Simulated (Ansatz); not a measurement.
Cartesian coordinates in Å:
```
C -1.440 -0.095 2.108
C -0.453 -0.177 1.417
Si 0.898 -0.236 0.200
F 1.519 -1.703 0.235
F 2.054 0.734 0.709
Ga 0.097 0.369 -2.001
H -2.300 -0.029 2.734
H -0.466 -0.736 -2.960
H 0.090 1.873 -2.442
```

The species carries charge 0 and has multiplicity 1.

**Question.** List the B3LYP/def2-TZVPP orbital energies in eV (Ansatz). (An estimate is asked.)

**Answer.** The calculation gave: Occupied: -10138.23, -1801.00, -1250.03, -1107.29, -1107.17, -1107.16, -671.67, -671.67, -277.70, -277.07, -150.02, -145.29, -103.50, -103.18, -103.16, -100.67, -100.63, -100.58, -32.90, -32.40, -23.28, -23.15, -23.12, -22.98, -22.94, -21.05, -16.37, -15.12, -13.67, -13.45, -13.23, -12.31, -12.03, -11.69, -11.66, -8.85, -8.79, -8.62, -7.77. Lowest empty: -2.80, -1.06, -0.55, 0.48, 1.09, 1.40, 1.63, 2.07.

B3LYP here is the variant with VWN-RPA as its local correlation; programs differ in this.
